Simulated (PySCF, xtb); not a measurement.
CH3Zn, SMILES [CH3][Zn+], charge +1.

GFN2-xTB (xtb 6.7.1) at its own geometry gives an orbital gap of 4.01 eV.

Geometry: r2SCAN-D4/def2-TZVP. The spin state was assumed, not searched. The isomer is the one that the SMILES or the coordinates give; other isomers of the formula were not compared.

Problem. What does PBE0/def2-TZVPD (PySCF) give? (An estimate is asked for; the answer gives what the named calculation found.)

Solution. gap 5.49 eV (levels -14.77 and -9.28 eV).
